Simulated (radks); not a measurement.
All-electron atom: Sm II in [Xe] 4f6 6s1. Calculated with a radial shooting solver on a logarithmic mesh with Libxc functionals: scalar-relativistic Kohn-Sham, PBEsol, spin-polarised, spherical densities, finite nucleus; open shells are filled with parallel spins first (spin-orbit coupling, left out, can overturn this in heavy ions); Fermi nuclear charge, rms radius 5.0819 fm. Some entries of the table are withheld. Estimate them.

| orbital | occ. | eigenvalue (eV) | <r> (bohr) | r(max) (bohr) |
|---|---|---|---|---|
| 1s up | 1 | -46657.63 | 0.02275 | 0.01450 |
| 1s down | 1 | -46657.62 | 0.02275 | 0.01450 |
| 2s up | 1 | -7629.139 | 0.09704 | 0.08218 |
| 2s down | 1 | -7629.094 | 0.09704 | 0.08218 |
| 2p up | 3 | -6807.604 | 0.08549 | 0.06636 |
| 2p down | 3 | -6807.572 | 0.08549 | 0.06636 |
| 3s up | 1 | -1676.056 | 0.2552 | 0.2338 |
| 3s down | 1 | -1674.169 | 0.2550 | 0.2337 |
| 3p up | 3 | -1419.173 | 0.2535 | 0.2291 |
| 3p down | 3 | -1417.298 | 0.2533 | 0.2290 |
| 3d up | 5 | -1070.807 | 0.2311 | 0.1877 |
| 3d down | 5 | -1069.355 | 0.2309 | 0.1876 |
| 4s up | 1 | -338.9499 | 0.5795 | 0.5396 |
| 4s down | 1 | -334.3218 | 0.5794 | 0.5394 |
| 4p up | 3 | -254.5386 | 0.6137 | 0.5632 |
| 4p down | 3 | -249.9078 | 0.6135 | 0.5629 |
| 4d up | 5 | -136.0916 | 0.6712 | 0.5878 |
| 4d down | 5 | -131.4638 | 0.6717 | 0.5874 |
| 5s up | 1 | -50.3565 | (1) | 1.256 |
| 5s down | 1 | -47.5816 | (2) | 1.269 |
| 5p up | 3 | -30.0956 | 1.648 | 1.426 |
| 5p down | 3 | -27.9332 | 1.677 | 1.448 |
| 4f up | 6 | -9.8350 | 0.9877 | 0.6138 |
| 6s up | 1 | (3) | 3.837 | 3.405 |
| 4f down | 0 | -5.8154 | 1.072 | 0.6165 |

Answer. 
(1) 5s up <r> (bohr): 1.403
(2) 5s down <r> (bohr): 1.423
(3) 6s up eigenvalue (eV): -8.8432
